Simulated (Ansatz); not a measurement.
A set of 12 reactions (atomization), with CCSD(T)/CBS values in kJ/mol:

```json
{"reaction": "`FC1[SiH2]S1` → C• + F• + 3 H• + S• + Si•", "ΔE": "2345.5"}
{"reaction": "`BCOC(F)=[Se]` → B• + 2 C• + F• + 4 H• + O• + Se•", "ΔE": "3735.2"}
{"reaction": "`[CH2]1[O][SbH]1` → C• + 3 H• + O• + Sb•", "ΔE": "1911.2"}
{"reaction": "`C=[CH][GeH2][CH]=C` → 4 C• + Ge• + 8 H•", "ΔE": "4978.1"}
{"reaction": "`C[NH][AlH][F]` → Al• + C• + F• + 5 H• + N•", "ΔE": "3262.8"}
{"reaction": "`BOC=C` → B• + 2 C• + 5 H• + O•", "ΔE": "3632.3"}
{"reaction": "`NB(Cl)[O][GeH3]` → B• + Cl• + Ge• + 5 H• + N• + O•", "ΔE": "3551.6"}
{"reaction": "`[CH3][Ge][Cl]` → C• + Cl• + Ge• + 3 H•", "ΔE": "1978.9"}
{"reaction": "`[OH][Sn-]1[O]C(C(F)(F)F)=CC(C(F)(F)F)=[O+]1` → 5 C• + 6 F• + 2 H• + 3 O• + Sn•", "ΔE": "7547.4"}
{"reaction": "`C[Si]1(Br)BC1` → B• + Br• + 2 C• + 6 H• + Si•", "ΔE": "3965.5"}
{"reaction": "`C=C1C=C1C` → 5 C• + 6 H•", "ΔE": "4717.7"}
{"reaction": "`FB1CC1` → B• + 2 C• + F• + 4 H•", "ΔE": "3264.0"}
```

Program: Ansatz. Geometries: PBE0-D4/def2-TZVP. ΔE: electronic, gas phase. CBS: MP2 limit from def2 TZ/QZ plus the TZ coupled-cluster correction, frozen cores. This one scheme is used for every species, atoms too. Functionals use def2-TZVPP. B3LYP here is the variant with VWN-RPA as its local correlation; programs differ in this. Open shells (•) are unrestricted, without spin–orbit coupling. Spin–orbit coupling would lower the free atoms: a little for Al, B, C, Cl, F, O, S, Si; clearly for Br, Ge, Se; strongly for Sn. def2 core potentials past Kr. For Br, Ge, Sb, Se, Sn outer-core shells are correlated without core-valence functions, so the limit isn't a true one: a few kJ/mol of doubt a bond, and 10 to 20 or more in all where bonds break to atoms. Scalar relativity is left out up to krypton. Each species was taken in one conformer, which may not be the lowest.

Question: Give the mean, mean absolute and largest difference (level minus CCSD(T)/CBS, kJ/mol) for: r2SCAN-D4, ωB97M-V, B2PLYP, PBE, r2SCAN, PBE0, B3LYP, HF/def2-TZVPP, MP2/def2-TZVPP, CCSD/def2-TZVPP, CCSD(T)/def2-TZVPP, HF/def2-QZVPP, MP2/def2-QZVPP, HF/CBS(def2). (An estimate is asked.)

Answer: Computed: 
```tsv
level	mean	mean absolute	largest
r2SCAN-D4	27.8	31.6	92.9
ωB97M-V	12.5	17.8	34.3
B2PLYP	-35.5	35.5	-97.3
PBE	96.1	96.1	369.8
r2SCAN	22.7	27.9	77.1
PBE0	5.7	27.6	80.5
B3LYP	-33.4	35.1	-132.8
HF/def2-TZVPP	-1070.7	1070.7	-2616.1
MP2/def2-TZVPP	-9.1	36.0	139.7
CCSD/def2-TZVPP	-171.0	171.0	-460.7
CCSD(T)/def2-TZVPP	-101.3	101.3	-251.2
HF/def2-QZVPP	-1065.5	1065.5	-2600.2
MP2/def2-QZVPP	50.9	51.3	289.5
HF/CBS(def2)	-1064.7	1064.7	-2598.0
```

The largest T1 diagnostic in the set is 0.018, for Al• (customary mark 0.045).

CCSD(T)/CBS is a level of theory with its own doubt, and the functionals carry their triple-zeta basis error, so these figures describe this set and don't rank the functionals.
